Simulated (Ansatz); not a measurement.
Reaction (ligand exchange at the In–S bond): `[SH][In]([Cl])[Cl]` + CH₃OH → `C[O][In]([Cl])[Cl]` + H₂S

Calculated with Ansatz (gas phase, PBE0-D4/def2-TZVP geometries, no zero-point term in ΔE). CBS: MP2 limit from def2 TZ/QZ plus the TZ coupled-cluster correction, frozen cores. This one scheme is used for every species. Functionals use def2-TZVPP. def2 core potentials past Kr. For In outer-core shells are correlated without core-valence functions, which leaves a few kJ/mol of doubt a bond. One conformer a species, not always the lowest.

| level | ΔE (kJ/mol) |
| --- | --- |
| LDA (SPW92) | 75.1 |
| CAM-B3LYP-D4 | 69.4 |
| PBE | 74.0 |
| HF/def2-SVP | 81.6 |
| MP2/def2-SVP | 64.6 |
| CCSD(T)/def2-SVP | 64.9 |
| SCS-MP2/def2-TZVPP | 69.8 |
| HF/CBS(def2) | 78.1 |

What does CCSD(T)/CBS give? (Best estimate.)

Ansatz gave: +69.9 kJ/mol. The listed levels differ from it by 5.2, -0.5, 4.1, 11.7, -5.3, -5.0, -0.1, 8.2 kJ/mol.

Largest T1 diagnostic among the species: 0.015.

At CCSD(T), def2-SVP lies −5.0 kJ/mol from the extrapolated value and def2-TZVPP −0.3 kJ/mol. Leaving LDA and LC-ωPBE aside and taking each functional with its dispersion term where it has one, the values, not all of them listed here, spread over 16.4 kJ/mol, from BLYP-D4 to HSE06-D4.
